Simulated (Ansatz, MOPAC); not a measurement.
Species: SnCl, charge 0, multiplicity 2. SMILES: [Cl][Sn]

Atoms: Sn1, Cl2. Bonds: Sn1-Cl2.

Bond lengths (Å) and angles (degrees) optimised at PM3 with MOPAC; PM6 with MOPAC; HF/3-21G with Ansatz (a quantum-chemistry and plane-wave program); HF/6-31G* with LANL2DZ past Ar with Ansatz; PBE/6-31G* with LANL2DZ past Ar with Ansatz; B3LYP/LANL2DZ with Ansatz, each started from the B3LYP-D3(BJ)/def2-TZVP structure (Ansatz) of the last column. A row stands for all coordinates that are equal there. 6-31G* holds six Cartesian d functions.

```csv
coordinate,PM3,PM6,HF/3-21G,HF/6-31G* with LANL2DZ past Ar,PBE/6-31G* with LANL2DZ past Ar,B3LYP/LANL2DZ,B3LYP-D3(BJ)/def2-TZVP
Sn1-Cl2,2.313,2.327,2.487,2.417,2.421,2.469,2.394
```

Mean signed difference of all 1 bond lengths from B3LYP-D3(BJ)/def2-TZVP: PM3 -0.080 Å, PM6 -0.067 Å, HF/3-21G 0.093 Å, HF/6-31G* with LANL2DZ past Ar 0.023 Å, PBE/6-31G* with LANL2DZ past Ar 0.027 Å, B3LYP/LANL2DZ 0.076 Å.
